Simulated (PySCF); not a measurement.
# [Gd(H2O)4]3+: from a saddle point downhill

PySCF 2.14.0, RKS BP86, Gd lcecp-1-SVP with ECP53, O def2-SVP, H def2-SVP; non-relativistic Hamiltonian with scalar-relativistic core potentials where named; density fitting; no spin-orbit coupling. Relaxed within the symmetry of its start, the geometry (D2d) is

```xyz
13

Gd    0.0000    0.0000    0.0000
O     1.3305    1.3388    1.3388
H     1.7064    1.1369    2.2384
H     1.7064    2.2384    1.1369
O    -1.3305   -1.3388    1.3388
H    -1.7064   -1.1369    2.2384
H    -1.7064   -2.2384    1.1369
O     1.3305   -1.3388   -1.3388
H     1.7064   -2.2384   -1.1369
H     1.7064   -1.1369   -2.2384
O    -1.3305    1.3388   -1.3388
H    -1.7064    2.2384   -1.1369
H    -1.7064    1.1369   -2.2384
```

and its lowest harmonic modes are -157, -79, -79, -47, 43, 53 cm⁻¹ (negative: unstable). It was moved along the lowest mode and relaxed again, within the group S4 that the move left.

(1) Where does it end, and how much lower?

(2) How do the contacts change?

(3) Is the end a minimum?

An lcecp potential fixes the number of 4f electrons, so in runs with it no electron can move into or out of that shell.

State: singlet in the valence, with the 4f electrons in the core potential.

Results:

(1) In S4, 0.053 eV lower, after 17 steps:
```xyz
13

Gd    0.0000    0.0000    0.0000
O     1.3859    1.2752    1.3422
H     1.3236    1.4371    2.3229
H     2.1972    1.7893    1.0790
O    -1.3858   -1.3422    1.2753
H    -2.1974   -1.0790    1.7892
H    -1.3235   -2.3229    1.4373
O     1.3859   -1.2752   -1.3422
H     2.1972   -1.7893   -1.0790
H     1.3236   -1.4371   -2.3229
O    -1.3858    1.3422   -1.2753
H    -1.3235    2.3229   -1.4373
H    -2.1974    1.0790   -1.7892
```

(2) 
```csv
contact,saddle (Å),end (Å)
Gd1–O2 (H2O),2.314,2.313
Gd1–O5 (H2O),2.314,2.313
Gd1–O8 (H2O),2.314,2.313
Gd1–O11 (H2O),2.314,2.313
```


(3) Yes; lowest modes 30, 31, 41, 58, 63, 99 cm⁻¹.
